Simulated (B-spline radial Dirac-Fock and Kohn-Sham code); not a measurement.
Two-hole binding energies of Tm³⁺

System: the Tm³⁺ ion in the configuration 1s2 2s2 2p6 3s2 3p6 3d10 4s2 4p6 4d10 4f12 5s2 5p6, inside a Watson sphere of charge -3 and radius 2 Å (a model of the Madelung potential; inside it an electron's potential energy is raised by 21.6 eV).

Input of the calculation (task.json; shells as n, l, electrons):

```json
{"items": [{
  "Z": 69,
  "q": 3,
  "cfg": [[1, 0, 2], [2, 0, 2], [2, 1, 6], [3, 0, 2], [3, 1, 6], [3, 2, 10], [4, 0, 2], [4, 1, 6], [4, 2, 10], [4, 3, 12], [5, 0, 2], [5, 1, 6]],
  "A": 169,
  "rrms": 5.2256,
  "watson": [-3, 2.0],
  "do": ["binding", "quiet", "double"]
}]}
```

Command: `python xray_run.py task.json out`

Level of theory: Dirac-Fock ΔSCF + Breit + QED; a radial B-spline solver. U is the two-hole binding energy less the two single-hole energies, the effective repulsion of the holes after relaxation. Each two-hole energy is an average over J within one jj subconfiguration.

| holes | E(a) (eV) | E(b) (eV) | E(ab) (eV) | U (eV) |
| --- | --- | --- | --- | --- |
| 1s⁻¹ 2p3/2⁻¹ | 59401.5 | 8663.6 | 68372.6 | 307.5 |
| 1s⁻¹ 3p3/2⁻¹ | 59401.5 | 1900.6 | 61395.8 | 93.7 |
| 1s⁻¹ 3d3/2⁻¹ | 59401.5 | 1529.4 | 61020.6 | 89.7 |
| 2s⁻¹ 2p1/2⁻¹ | 10137.5 | 9632.6 | 19958.2 | 188.2 |
| 2p1/2⁻² | 9632.6 | 9632.6 | ? | ? |
| 2s⁻¹ 3p1/2⁻¹ | 10137.5 | 2108.2 | 12327.9 | 82.2 |
| 2p3/2⁻¹ 3d3/2⁻¹ | 8663.6 | 1529.4 | 10281.7 | 88.7 |
| 2p3/2⁻¹ 3d5/2⁻¹ | 8663.6 | 1485.1 | 10232.0 | 83.4 |
| 3p1/2⁻² | 2108.2 | 2108.2 | 4278.8 | 62.5 |
| 3d3/2⁻² | 1529.4 | 1529.4 | 3123.3 | 64.5 |
| 3d5/2⁻² | 1485.1 | 1485.1 | 3033.5 | 63.4 |
| 5p1/2⁻² | 44.81 | 44.81 | 105.9 | 16.3 |
| 5p1/2⁻¹ 5p3/2⁻¹ | 44.81 | 38.50 | 98.24 | 14.9 |
| 5p3/2⁻² | 38.50 | 38.50 | 91.91 | 14.9 |

Question: Give the missing two-hole energy and U.

Answer: E(ab) = 19520.0 eV and U = 254.9 eV.
